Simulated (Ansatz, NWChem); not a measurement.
**The same job for Ansatz**

NWChem 7.3.0 runs this on CH7GaN2 (SMILES [CH3][Ga]([NH2])[NH2]):

ch7gan2.xyz:
```
11
CH7GaN2 hf
C     -0.606400     1.659100     0.052900
Ga     0.065300    -0.178100    -0.007400
N      0.086400    -1.247700     1.468900
N      0.708400    -0.928200    -1.538500
H     -0.742600     2.064800    -0.950500
H      0.094000     2.304200     0.588200
H     -1.563600     1.702100     0.576200
H      0.531900    -2.148500     1.500100
H     -0.110200    -0.903600     2.392600
H      0.628000    -0.487200    -2.438000
H      0.974100    -1.894000    -1.623900
```

run.py:
```python
from ase.io import read
from ase.calculators.nwchem import NWChem

system = read('ch7gan2.xyz')

calc = NWChem(
    label='ch7gan2',
    theory='scf',
    memory='2200 mb',
    basis='STO-3G',
    basispar='spherical bse',
    scf={'nopen': '0', 'rhf': None, 'thresh': '1e-08', 'maxiter': '80'},
)
system.calc = calc

forces = system.get_forces()
e = system.get_potential_energy()
print(f"E = {e:.6f} eV")
print("forces (eV/A):")
for s, f in zip(system.symbols, forces):
    print(f"{s:2s} {f[0]:10.5f} {f[1]:10.5f} {f[2]:10.5f}")
print("dipole (e A):", system.get_dipole_moment().round(4))
```

```bash
$ export ASE_NWCHEM_COMMAND="nwchem PREFIX.nwi > PREFIX.nwo"
$ python run.py
```

The coordinates come from a PBE0-D4/def2-TZVP relaxation.

The shape is far from stationary at this level.

It gives a total energy of -2049.895407 Eh.

**Question.** How is this level of theory, on these atoms, set up in Ansatz 0.2.0 as an input file of the program's own?

**Answer.** This input was run:

job.yaml:
```yaml
crystal:
  periodic: [false, false, false]
  atoms:
    - {symbol: C, position_ang: [-0.606400, 1.659100, 0.052900]}
    - {symbol: Ga, position_ang: [0.065300, -0.178100, -0.007400]}
    - {symbol: "N", position_ang: [0.086400, -1.247700, 1.468900]}
    - {symbol: "N", position_ang: [0.708400, -0.928200, -1.538500]}
    - {symbol: H, position_ang: [-0.742600, 2.064800, -0.950500]}
    - {symbol: H, position_ang: [0.094000, 2.304200, 0.588200]}
    - {symbol: H, position_ang: [-1.563600, 1.702100, 0.576200]}
    - {symbol: H, position_ang: [0.531900, -2.148500, 1.500100]}
    - {symbol: H, position_ang: [-0.110200, -0.903600, 2.392600]}
    - {symbol: H, position_ang: [0.628000, -0.487200, -2.438000]}
    - {symbol: H, position_ang: [0.974100, -1.894000, -1.623900]}
basis:
  gaussian: {orbitals: STO-3G}
hamiltonian: {xc: hf}
accuracy: high
output: {forces: true, orbitals: {seedname: orbitals}}
```

```bash
$ ansatz run job.yaml --threads 1 --pin off --max-ram 2610MiB --events-out events.jsonl --progress --plain --runs-dir runs
```

Its energy is -2049.895407 Eh, 0.000 mEh from the first.
